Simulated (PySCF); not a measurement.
C6H7FSi.
Numbering: `[CH:1]#[C:2]/[CH:3]=[C:4]([F:5])/[CH:6]=[CH:7]\[SiH3:8]` (hydrogens: H9 on C1; H10 on C3; H11 on C6; H12 on C7; H13, H14, H15 on Si8)

Theory: TDDFT CAM-B3LYP/def2-SVPD, vertical, gas phase, core orbitals frozen in the response (PySCF 2.14.0, density-fitted response routines). The structure is a single GFN2-xTB conformer in the gas phase; no vibrational or solvent corrections. Torsions of this conformer, `[CH:1]#[C:2]/[CH:3]=[C:4]([F:5])/[CH:6]=[CH:7]\[SiH3:8]`: C3–C4–C6–C7 180°.

Orbital energies (eV): HOMO-3 -10.72, HOMO-2 -10.19, HOMO-1 -9.64, HOMO -7.92, LUMO -1.00, LUMO+1 1.01, LUMO+2 1.58.

Q: Among the lowest singlets, which states do these configurations lead, and at what energies: HOMO-1→LUMO, HOMO→LUMO, HOMO-2→LUMO, HOMO-3→LUMO?

A: 

```csv
state,leading configuration,weight,Δε (eV),E (eV),E − Δε (eV),f,other configurations
S1,HOMO→LUMO,0.96,6.92,4.67,-2.25,0.813,–
S2,HOMO-1→LUMO,0.88,8.64,5.18,-3.46,0.0000,H-1→L+3 (8%)
S4,HOMO-3→LUMO,0.80,9.72,6.18,-3.54,0.0013,H-4→L (12%)
S5,HOMO-2→LUMO,0.82,9.19,6.38,-2.81,0.111,–
```

E − Δε runs from -3.54 to -2.25 eV. By orbital difference alone the order would be S1, S2, S5, S4. Δε is the difference of the two orbital energies.

H and L stand for HOMO and LUMO. The other states: S3 5.89 eV, f 0.0000, H→L+1 (51%), H→L+2 (17%), H→L+6 (16%); S6 6.46 eV, f 0.0017, H→L+1 (37%), H→L+6 (26%), H→L+5 (17%); S7 6.74 eV, f 0.0042, H→L+3 (71%); S8 7.09 eV, f 0.0027, H-4→L (76%), H-3→L (12%).

Q: Pair triplets and singlets of the same leading configuration (75% or more in both) and give the splittings.

A: 

```csv
configuration,triplet,E(T) (eV),singlet,E(S) (eV),E(S) − E(T) (eV)
HOMO→LUMO,T1,2.56,S1,4.67,+2.11
HOMO-1→LUMO,T3,4.90,S2,5.18,+0.28
```

The 3 triplets are Tamm–Dancoff values, the singlets full response.

Summed over the main configurations (up to three a state, each over 8%) of all 8 singlets, the electron leaves HOMO with weight 3.32, HOMO-1 with weight 0.97, HOMO-3 with weight 0.92 and HOMO-4 with weight 0.88.
